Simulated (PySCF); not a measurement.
Compound: C8H6FO (doublet state).
Geometry (GFN2-xTB, Å), atoms numbered from 1 in this order:
```xyz
16
C8H6FO angstrom
C      2.8466    1.3287    0.2826
C      1.6581    0.8494    0.1816
C      0.4070    0.3591    0.0775
C      0.1573   -1.0256   -0.2170
O      1.2516   -1.8133   -0.3824
C     -1.1297   -1.5010   -0.3197
C     -2.2246   -0.6590   -0.1428
C     -2.0283    0.6886    0.1443
C     -0.7531    1.1733    0.2492
F     -0.5578    2.4820    0.5271
H      3.3861    1.3510    1.2208
H      3.3810    1.7366   -0.5659
H      0.9766   -2.7171   -0.5811
H     -1.2908   -2.5477   -0.5425
H     -3.2242   -1.0522   -0.2289
H     -2.8631    1.3563    0.2856
```

The hyperfine couplings belong to this conformer and change with its torsions.

Identity: `C=[C]c1c(O)cccc1F` [radical].

Method: UKS B3LYP, pcH-1 on C F H O, non-relativistic, mean-field spin-orbit, GIAO in PySCF. One conformer (not necessarily the lowest) at the GFN2-xTB geometry, without solvent, vibrations or thermal averaging. Couplings are sensitive to structure, and on GFN2-xTB geometries they can be far from those on DFT ones. The SCF solution wasn't tested for stability. ⟨S²⟩ is 0.782 where a pure state has 0.75.

Problem. Break the g tensor into its mass correction, gauge correction and orbital-Zeeman/spin–orbit terms.

Solution. 
```
                    Δg (ppm)     1     2     3
relativistic mass correction  -169  -169  -169
            gauge correction     0    43    42
   orbital Zeeman/spin–orbit   -22   524  1151
                       total  -190   399  1023
```

So g = 2.00213, 2.00272, 2.00334 and g_iso = 2.00273; the tensor is rhombic: the two nearest values differ by 49 % of g3 − g1. Axes: g2 points within 5° of the C8–C9 bond.

Problem. What are the electron Larmor frequencies g μB B/h along the three axes at 340 mT?

Solution. 9.5276, 9.5304, 9.5334 GHz for g1, g2 and g3, a range of 5.8 MHz.

Problem. Average each term over the three axes. Which is largest in size?

Solution. The orbital-Zeeman/spin–orbit term 551, the mass correction -169 and the gauge correction 28 ppm, for a total of 411 ppm. The orbital-Zeeman/spin–orbit term is the largest in size. The mass correction is the same along every axis, so the anisotropy comes from the other two: their spans along these axes are 43 (gauge) and 1173 ppm (orbital Zeeman/spin–orbit).

Problem. In a frozen sample, at which fields do the three g values resonate at 9.5, 34, 94 and 263 GHz (hyperfine left aside), and which band first spreads them over more than twice a line width of 1.0 mT?

Solution. 
```json
{"band": "X", "GHz": "9.5", "B(g3) mT": "338.81", "B(g2) mT": "338.92", "B(g1) mT": "339.02", "spread mT": "0.21"}
{"band": "Q", "GHz": "34.0", "B(g3) mT": "1212.58", "B(g2) mT": "1212.96", "B(g1) mT": "1213.32", "spread mT": "0.74"}
{"band": "W", "GHz": "94.0", "B(g3) mT": "3352.44", "B(g2) mT": "3353.49", "B(g1) mT": "3354.47", "spread mT": "2.03"}
{"band": "J", "GHz": "263.0", "B(g3) mT": "9379.70", "B(g2) mT": "9382.63", "B(g1) mT": "9385.39", "spread mT": "5.69"}
```

The spread grows in proportion to the frequency. W band is the first where it exceeds 2.0 mT.

The Mulliken spin populations are largest on C2 (+0.64), C7 (+0.32), C9 (+0.24) and C4 (+0.22). Four atoms exceed +0.15.

The HOMO–LUMO gaps are 4.51 eV among the α and 4.31 eV among the β orbitals.
